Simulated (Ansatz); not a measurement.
BCl2(CN) (BCNCl₂). Charge 0, multiplicity 1. Geometry r2SCAN-D4/def2-SVP; atoms count from 1.

```xyz
5

B    -0.4550   -0.2161    0.0737
Cl   -0.7762   -1.7747   -0.6281
Cl   -1.6475    0.6238    1.0213
C     0.9187    0.4360   -0.1487
N     1.9600    0.9309   -0.3182
```

Q: Estimate the Mulliken populations from the PBE0/def2-TZVP orbitals of Ansatz.

A: 
```
atom  charge (e)
  B1        0.22
 Cl2       -0.04
 Cl3       -0.04
  C4       -0.14
  N5       -0.01
```
Mulliken values and Mayer orders depend strongly on the basis.

Q: And the Mayer bond orders between bonded heavy atoms (over 0.3)?

A: B1–Cl2 1.37 (1.74 Å); B1–Cl3 1.37 (1.74 Å); B1–C4 1.01 (1.54 Å); C4–N5 2.95 (1.17 Å).
